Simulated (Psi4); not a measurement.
F$_{3}$Ge (SMILES [F][Ge]([F])[F]), doublet, at a GFN2-xTB geometry. Base run: Psi4 with BLYP/def2-SVP.

Here is a job for Psi4.
```
memory 2 GB

molecule mol {
0 2
F    -1.034034   -1.262326   -0.413136
Ge    0.002856    0.009445    0.381250
F     1.595920   -0.278150   -0.457217
F    -0.572039    1.506892   -0.485203
}

set {
  basis def2-svp
  reference uks
}

energy('blyp')
print_variables()
```

The base run was repeated with changes; each row names its change, and settings that it needs were set with it.

```tsv
change	E (Eh)	dipole (D)	<S^2>	core-seconds (rough)
base	-2376.13159	2.76	0.751	10
functional = pbe	-2375.49849	2.80	0.752	8
functional = b3lyp	-2376.12419	3.20	0.754	10
functional = svwn	-2372.26120	2.81	0.751	7
functional = wb97m-v	-2375.89509	3.40	0.755	40
functional = x3lyp	-2375.94205	3.22	0.754	9
functional = pbe0	-2375.53503	3.33	0.754	9
functional = m06-2x	-2375.99191	3.66	0.756	10
functional = m06	-2375.93518	3.39	0.753	20
functional = m11	-2375.73950	3.52	0.755	20
functional = mn15	-2376.11263	3.35	0.753	10
functional = bp86	-2376.35130	2.82	0.752	8
functional = bhhlyp	-2375.94223	3.73	0.758	9
```

Totals shift with the method and basis; they matter in differences.

Open shells are given as the SCF converged; they aren't shown to be the lowest states, and a large step between rows can be another state.
